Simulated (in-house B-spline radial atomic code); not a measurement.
**wB97X excitations of Br VIII (Br7+)**

Method: wB97X. Computed with an all-electron radial atomic-structure program (B-spline basis): linear response of the closed shell [Ar] 3d10 with the functional's adiabatic kernel; non-relativistic, point nucleus, no spin-orbit coupling, no double excitations, S, P, D and F terms only. Only terms of natural parity with L up to 3 were computed.

Without relativity these are model numbers for so heavy an element.

Command:
```bash
python run_td.py task.json out
```
Settings (radii: box in bohr, nucleus in fm):
```
Z                        35
electrons                28
configuration            [Ar] 3d10
hamiltonian              nr
method                   wb97x
box_radius               12.81
intervals                53
```

Time taken, with all properties: 1.9 s on 1 thread of Intel(R) Xeon(R) Platinum 8488C (Sapphire Rapids), on a shared host.

The lowest states, in the order of their Tamm-Dancoff energies; the method's threshold (minus the highest occupied level) is 183.57 eV. Labels give the largest channel, * marks a mixed state, and oscillator strengths are full-response dipole values. Semilocal kernels can invert the small singlet-triplet splittings of Rydberg terms. Energies in eV:

```csv
state,full response,Tamm-Dancoff,oscillator strength
3d → 4s 3D,70.29,70.32,-
3d → 4s 1D,70.89,70.91,-
3d → 4p 3P,85.94,85.98,-
3d → 4p 3F,?,?,-
3d → 4p 1F,86.56,86.59,-
3d → 4p 1P,87.80,87.90,0.559
3d → 4d 3S,?,?,-
3d → 4d 3D,111.43,111.46,-
3d → 4d 1D,112.23,112.25,-
3d → 4d 1S,118.31,119.09,-
```

Problem. Where does 3d → 4p 3F lie?

Solution. At 86.19 eV in full response, 86.22 eV in Tamm-Dancoff.

Problem. Where does 3d → 4d 3S lie?

Solution. At 110.22 eV in full response, 110.30 eV in Tamm-Dancoff.

Problem. How large is the singlet-triplet splitting of 3d → 4s (D terms) in Tamm-Dancoff?

Solution. 0.598 eV, from the unrounded values.

Problem. What polarisabilities and dispersion coefficient does the method give?

Solution. Dipole 0.2726 bohr³, quadrupole 0.2117 bohr⁵, C6 0.3553 hartree·bohr⁶ for two such species.
